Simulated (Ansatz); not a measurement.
CH7N3W (SMILES [CH3][W](=[NH])(=[NH])[NH2]) moved off its minimum; all values from Ansatz (a first-principles code), cores frozen in correlated methods. Elements past Kr take the def2 small-core potentials, without spin–orbit coupling.
(charge 0, multiplicity 1)
```xyz
12

W      0.06828     0.04286    -0.10782
N      1.02380    -1.50940     0.13270
H      1.77023    -2.09675    -0.20856
N      0.43803     1.11598    -1.24628
H      0.92077     1.48318    -2.11932
N     -1.86451    -0.54090    -0.17227
H     -2.56688     0.08763    -0.65385
H     -2.25083    -1.40591     0.13272
C      0.42251     1.06384     1.78774
H      1.40207     1.27558     1.87154
H      0.11367     0.45613     2.61344
H     -0.20803     1.93166     1.79112
```

Forces at HF/def2-TZVPP (eV/Å):

```tsv
atom	Fx	Fy	Fz
W1	-2.593	-10.705	9.041
N2	-0.753	2.843	-1.439
H3	-0.490	0.399	0.294
N4	3.991	6.763	-9.529
H5	-1.388	-0.678	2.382
N6	-0.155	2.878	-1.335
H7	1.464	-1.852	1.221
H8	0.038	0.090	-0.120
C9	-3.341	-0.921	-1.198
H10	3.197	1.039	0.376
H11	-0.064	-0.510	0.216
H12	0.095	0.654	0.091
```

Problem. Give the forces (eV/Å), the total energy and the dipole at CCSD(T)/def2-TZVPPD.

Solution. 
```tsv
atom	Fx	Fy	Fz
W1	-3.827	-9.999	9.871
N2	-0.346	1.600	-0.758
H3	0.135	-0.128	0.000
N4	4.112	7.890	-10.176
H5	-0.991	-0.408	1.649
N6	0.157	2.699	-1.146
H7	0.992	-1.360	0.842
H8	-0.263	-0.547	0.085
C9	-3.139	-0.964	-1.233
H10	3.454	1.063	0.391
H11	-0.165	-0.676	0.440
H12	-0.118	0.830	0.034
```
Energy -272.9178 hartree, dipole 1.98 D.
